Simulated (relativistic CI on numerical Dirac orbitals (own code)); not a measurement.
Radial parameters of P IV

These numbers are calculated, not measured: Dirac-Coulomb-Breit CI, separate exchange-only KLI orbitals for each configuration, QED by a radiative potential, valence Slater integrals scaled by 0.85, P86 correlation energy added to each configuration (own radial code, finite nucleus).

Slater integrals F^k, G^k are unscaled and averaged over j, outside the closed core [Ne]; ζ comes from projecting the Hamiltonian with its Breit term on Σ l·s of the shell.

- 3s3p: G^1(3s,3p) = 75114, ζ(3p) = 442.64 cm⁻¹; <r>(3s) = 1.675, <r^2>(3s) = 3.204, <r>(3p) = 1.848, <r^2>(3p) = 3.934 (bohr units).
- 3p²: F^2(3p,3p) = 54914, ζ(3p) = 443.89 cm⁻¹; <r>(3p) = 1.852, <r^2>(3p) = 3.952 (bohr units).
- 3s3d: G^2(3s,3d) = 46255, ζ(3d) = -2.2744 cm⁻¹; <r>(3s) = 1.668, <r^2>(3s) = 3.179, <r>(3d) = 2.207, <r^2>(3d) = 5.713 (bohr units).

In this model ζ of a weakly bound d, f or g electron outside closed shells comes out too small, for d by up to a factor of two or three and at times with the wrong sign; that of an outer p electron is too small as well.

For a near-neutral ion this model can misplace configurations by up to about 10,000 cm⁻¹ (more where the count of f electrons changes) and terms by 10 to 25 % of their spread. Rates follow the energies as ν³ (E1, M1) or ν⁵ (E2), so they and the lifetimes can be off by large factors. The fine structure of a lone outer electron comes out too small, for d and f at times inverted, and misplaced configurations move strength between like terms. 25 of the 26 excited levels that our extract of the measured tables holds in this range could be paired (the sources list more); they are missed by 933 cm⁻¹ on average and 1870 at most, and levels without a partner can miss by more.

Averages of the first 10 configurations, taken without configuration mixing, which lowers the lowest level and can move excited configurations by several eV; other configurations of the list can lie among them:

| Configuration | Parity | States | Average energy above the lowest level (eV) |
| --- | --- | --- | --- |
| 3s² | even | 1 | 0.9 |
| 3s3p | odd | 12 | 9.7 |
| 3p² | even | 15 | 21.2 |
| 3s3d | even | 20 | 24.0 |
| 3d² | even | 45 | 48.4 |
| 3p3d | odd | 60 | 34.4 |
| 3s4s | even | 4 | 28.4 |
| 3p4s | odd | 12 | 39.5 |
| 3s4p | odd | 12 | 32.0 |
| 3s4d | even | 20 | 36.5 |
